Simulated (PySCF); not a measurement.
## `FB(F)[C@H]1[SiH2]C[C@H]1F`, C$_{3}$H$_{6}$BF$_{3}$Si

Geometry:
| atom | x (Å) | y (Å) | z (Å) |
| --- | --- | --- | --- |
| F1 | 1.856 | -0.768 | 1.425 |
| B2 | 1.786 | -0.679 | 0.110 |
| F3 | 2.731 | -1.366 | -0.517 |
| C4 | 0.627 | 0.005 | -0.663 |
| Si5 | -1.012 | -1.015 | -0.431 |
| C6 | -1.267 | 0.522 | 0.671 |
| C7 | -0.064 | 1.206 | 0.009 |
| F8 | 0.735 | 1.875 | 0.909 |
| H9 | 0.913 | 0.204 | -1.694 |
| H10 | -1.783 | -1.038 | -1.674 |
| H11 | -0.934 | -2.323 | 0.209 |
| H12 | -2.188 | 1.097 | 0.633 |
| H13 | -1.036 | 0.325 | 1.717 |
| H14 | -0.364 | 1.957 | -0.727 |

Level of theory: PySCF, TDDFT B3LYP/def2-SVPD circular dichroism and optical rotation, one conformer, gas phase. Geometry: GFN2-xTB.

The molecule is flexible and this is one conformer; a measurement averages over conformers. States above about 8.4 eV (minus the energy of the highest occupied orbital) lie near or above the ionisation threshold and depend on the basis.

Question: Draw the ECD and absorption spectra from the lowest 16 states, each a Gaussian of half-width 0.2 eV at 1/e height.

Answer: 
| E (eV) | λ (nm) | Δε (L mol⁻¹ cm⁻¹) | ε (L mol⁻¹ cm⁻¹) |
| --- | --- | --- | --- |
| 6.49 | 191 | -0.07 | 8.41 |
| 6.59 | 188 | -0.60 | 88.4 |
| 6.69 | 185 | -2.90 | 582 |
| 6.79 | 183 | -7.35 | 2410 |
| 6.89 | 180 | -6.79 | 6290 |
| 6.99 | 177 | +8.59 | 10400 |
| 7.09 | 175 | +30.70 | 11000 |
| 7.19 | 172 | +46.77 | 8230 |
| 7.29 | 170 | +62.80 | 6490 |
| 7.39 | 168 | +71.72 | 7430 |
| 7.49 | 165 | +48.24 | 8720 |
| 7.59 | 163 | -0.18 | 8540 |
| 7.69 | 161 | -39.45 | 7440 |
| 7.79 | 159 | -52.49 | 6310 |
| 7.89 | 157 | -39.97 | 5280 |
| 7.99 | 155 | -20.09 | 4770 |
| 8.09 | 153 | -15.97 | 5060 |
| 8.19 | 151 | -21.91 | 5460 |
| 8.29 | 150 | -13.77 | 6170 |
| 8.39 | 148 | +14.48 | 8500 |

Δε uses R in velocity form, ε uses f in length form. Only the states computed contribute, so the short-wavelength end is incomplete.
